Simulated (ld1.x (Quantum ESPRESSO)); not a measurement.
What the settings do to the TM potential of niobium (Nb)

Base potential:

ld1.x (Quantum ESPRESSO) 7.5 input, shortened:

```
&input
   title='Nb', zed=41., rel=2, dft='PBE', iswitch=3,
   config='[Kr] 4d4 5s1 5p0', rel_dist='average'
 /
 &inputp
   pseudotype=2, tm=.true., lloc=0,
   nlcc=.false.
 /
3
5P  2  1   0.00   0.00  1.35  1.35  0.0
4D  3  2   4.00   0.00  2.55  2.55  0.0
5S  1  0   1.00   0.00  2.55  2.55  0.0
 &test
   configts(1)='4d4 5s1 5p0'
 /
```

Open shells are filled in proportion to 2j + 1 (rel_dist='average').

All-electron outer shells of the reference configuration (PBE, scalar-relativistic, ld1.x):

```json
{"shell": "4s", "level (eV)": "-58.39", "outermost node (bohr)": "0.53", "outermost maximum (bohr)": "1.04"}
{"shell": "4p", "level (eV)": "-34.52", "outermost node (bohr)": "0.54", "outermost maximum (bohr)": "1.12"}
{"shell": "5s", "level (eV)": "-3.98", "outermost node (bohr)": "1.41", "outermost maximum (bohr)": "3.08"}
{"shell": "4d", "level (eV)": "-3.04", "outermost node (bohr)": "0.55", "outermost maximum (bohr)": "1.49"}
{"shell": "5p", "level (eV)": "-1.11", "outermost node (bohr)": "1.63", "outermost maximum (bohr)": "4.26"}
```

Cutoffs, loose and tight: the cutoffs (Ry, on a coarse ladder) from which the occupation-weighted sum of valence levels, in a spherical-Bessel basis at the reference potential, stays within 10 and 1 mRy of its value at 400 Ry. They do not see the model core or the augmentation charge, which bear on the density cutoff. Test errors are all-electron minus pseudo excitation energies from the reference, over the configurations 4d4 5s0 5p0; 4d3 5s0 5p0; 4d2 5s0 5p0; 4d3 5s1 5p0; 4d4 5s0 5p1; 4d4 5s0.5 5p0; 4d1 5s0 5p0. A dash means not determined; rows that change the core or the reference have their own tests. The largest error is taken over the tests solved by every variant that gives reliable tests at all: 4d1 5s0 5p0; 4d2 5s0 5p0; 4d3 5s0 5p0; 4d3 5s1 5p0; 4d4 5s0 5p0; 4d4 5s0.5 5p0.

A true bound ghost makes a file unfit for plane-wave use even where its test errors are small: the radial tests pick states by their node count and pass the ghost by. Where a test does run into it, the solver fails or the error is huge.

For the base: The 5p radius (1.35 bohr) lies inside the outermost node of the all-electron wave (1.63 bohr), which a nodeless pseudo-wave cannot match soundly.

| change | outcome | cutoff, loose | cutoff, tight | bound ghosts | largest test error (meV) |
| --- | --- | --- | --- | --- | --- |
| base | generated | 30 Ry | 35 Ry | p3/2, p1/2 | +214 |
| all radii scaled by about 0.75 (s 1.92, p 1.02, d 1.92 bohr) | generated | 40 Ry | 60 Ry | p3/2, p1/2 | +931 |
| all radii scaled by about 0.84 (s 2.14, p 1.14, d 2.14 bohr) | generated | 35 Ry | 40 Ry | p3/2, p1/2 | -56 |
| all radii scaled by about 1.07 (s 2.74, p 1.44, d 2.74 bohr) | generated | 25 Ry | 30 Ry | p3/2, p1/2 | +350 |
| all radii scaled by about 1.15 (s 2.94, p 1.56, d 2.94 bohr) | generated | 21 Ry | 30 Ry | p3/2, p1/2 | +540 |
| all radii scaled by about 1.30 (s 3.30, p 1.76, d 3.30 bohr) | generated | 21 Ry | 25 Ry | p1/2, p3/2 | +894 |
| all radii scaled by about 1.38 (s 3.52, p 1.86, d 3.52 bohr) | generated | 18 Ry | 21 Ry | p3/2, p1/2 | +1255 |

Reading the sweep of the scale of all radii (base = 1) (base included, trends over the rows without a ghost): Bound ghosts are found at 0.75, 0.84, 1, 1.07, 1.15, 1.3, 1.38. Every judged row has one, so this setting neither creates nor removes them.
